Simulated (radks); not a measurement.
The iodine ion I11+, 42 electrons, occupied as [Kr] 4d6 (the NIST ground configuration). Calculated with a radial shooting solver on a logarithmic mesh with Libxc functionals: scalar-relativistic Kohn-Sham, BLYP, spin-polarised, spherical densities, finite nucleus; open shells are filled with parallel spins first (spin-orbit coupling, left out, can overturn this in heavy ions); Fermi nuclear charge, rms radius 4.75 fm.

Normalised radial functions P(r) = r R(r), r in bohr:

r	4s down	5s up
0.001088	0.0723	0.0383
0.001417	0.0905	0.0479
0.00186	0.1134	0.0600
0.002442	0.1409	0.0746
0.003179	0.1721	0.0911
0.004173	0.2084	0.1103
0.005434	0.2462	0.1303
0.007132	0.2843	0.1505
0.009287	0.3148	0.1666
0.01219	0.3302	0.1747
0.016	0.3157	0.1669
0.02083	0.2579	0.1361
0.02735	0.1388	0.0728
0.03561	-0.0378	-0.0209
0.04674	-0.2609	-0.1390
0.06135	-0.4626	-0.2451
0.07989	-0.5375	-0.2827
0.1049	-0.3817	-0.1962
0.1365	0.0210	0.0211
0.1792	0.5381	0.2928
0.2352	0.8110	0.4169
0.3063	0.5310	0.2273
0.4021	-0.2824	-0.2335
0.5236	-1.1013	-0.5904
0.6872	-1.4003	-0.4471
0.8948	-1.0677	0.2041
1.175	-0.5095	0.8750
1.542	-0.1455	0.9878
2.007	-0.0239	0.6084
2.635	-0.0017	0.1945
3.431	0.0000	0.0311
4.504	0.0000	0.0019

4s down: eigenvalue -372.29 eV, 3 radial nodes at r = 0.0339, 0.135, 0.370 bohr, <r> = 0.717 bohr, 90 % of the charge inside 1.03 bohr. 5s up (empty): eigenvalue -166.44 eV, 4 radial nodes at r = 0.0338, 0.134, 0.354, 0.833 bohr, <r> = 1.45 bohr, 90 % of the charge inside 2.02 bohr.
